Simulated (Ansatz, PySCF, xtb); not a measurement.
Noncovalent pair: CH4O (SMILES CO) (first 6 atoms) with HBr (SMILES Br); geometry from B3LYP-D3(BJ)/def2-TZVP, rigid monomers moved along the line of their centres of mass till O2···H8 is 2.04 Å.
(charge 0, multiplicity 1):
```
atom    x (Å)    y (Å)    z (Å)
----  -------  -------  -------
C      0.5606  -0.2775  -0.1702
O     -0.5316  -0.2531   0.7554
H      0.2002  -0.2321  -1.2003
H      1.0756  -1.2229  -0.0158
H      1.2609   0.5411   0.0129
H     -1.0102   0.5779   0.6618
Br     0.8872  -0.4207   3.9410
H      0.1949  -0.3869   2.6576
```

Interaction energies are E(AB) − E(A) − E(B) at the monomers' geometry in the complex; basis-set methods are counterpoise corrected. Rows marked so take none.

Rows in 3-21G carry no dispersion term and start afresh at each structure; the Pople sets are all-electron and without relativity.

Run with Ansatz (Gaussian orbitals); PySCF for 3-21G rows; xtb for the GFN methods. 

Task: One of these levels gives -294.9 meV for the interaction energy. Name it.
A. HF/3-21G (no counterpoise)
B. GFN2-xTB
C. r2SCAN/def2-TZVPPD
D. GFN1-xTB

Result: B, GFN2-xTB. The others give -110.9 (GFN1-xTB), -347.2 (HF/3-21G (no counterpoise)), -255.7 (r2SCAN/def2-TZVPPD)

Ansatz is a program for electronic structure.
